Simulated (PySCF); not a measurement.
Predicted microwave data (PBE0/pcSseg-1 in PySCF (dipole) on a GFN2-xTB geometry, gas phase) for one isomer of C6H11F:

* Rotational constants: A = 3609, B = 2652, C = 2002 MHz
* Dipole components: |μa| = 0.98 D, |μb| = 0.00 D, |μc| = 1.41 D
* Inertial defect: -78.21 u·Å²
* κ: -0.19

Question: Which structure is it? (One computed conformer of each.)
A. `[CH2:1]=[CH:2][C@@H:3]([CH3:4])[C@@H:5]([CH3:6])[F:7]` with C1–C2–C3–C4 118°, C2–C3–C5–C6 175°
B. `[F:1][CH:2]1[CH2:3][CH2:4][CH2:5][CH2:6][CH2:7]1` with F1–C2–C3–C4 67°, C2–C3–C4–C5 56°, C3–C4–C5–C6 -59°, C4–C5–C6–C7 59°
C. `[CH2:1]=[C:2]([CH2:3][CH3:4])[CH2:5][CH2:6][F:7]` with C1–C2–C3–C4 -116°, C1–C2–C5–C6 -115°, C2–C5–C6–F7 -79°

Answer: B. It is FC1CCCCC1, an asymmetric top, point group Cs. The candidates at the same level (rigid rotor, commonest isotopes):

```
                SMILES  A (MHz)  B (MHz)  C (MHz)  μa (D)  μb (D)  μc (D)  Δ (u·Å²)  point group           rotor
            C=C(CC)CCF     3124     2063     1438    0.19    1.20    0.35    -55.18           C1  asymmetric top
             FC1CCCCC1     3609     2652     2002    0.98    0.00    1.41    -78.21           Cs  asymmetric top
C=C[C@@H](C)[C@@H](C)F     3927     1695     1568    0.06    0.76    1.51   -104.64           C1  asymmetric top
```

`C=C[C@@H](C)[C@@H](C)F` has B 36 % too low; `C=C(CC)CCF` has C 28 % too low. In the right answer the mirror of this Cs structure is the ac plane, so μb vanishes by symmetry. No structure here is proved a minimum.
